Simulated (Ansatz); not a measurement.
B2H6SSi (`BB([SiH3])S`), charge 0, multiplicity 1.

Give a relaxed structure at PBE0-D4/def2-TZVP (Ansatz 0.2.0). (Best estimate.)

Ansatz gave: 
```xyz
10

B    -1.347   -0.787   -0.610
B    -0.197    0.326   -0.274
Si    1.312   -0.166    0.984
S    -0.104    1.977   -0.900
H    -1.224   -1.563   -1.516
H    -2.329   -0.902    0.068
H     2.264    0.964    1.170
H     2.062   -1.335    0.449
H     0.762   -0.547    2.314
H    -1.199    2.033   -1.685
```
Point group Cs.
This is one stationary point; other conformers may exist.
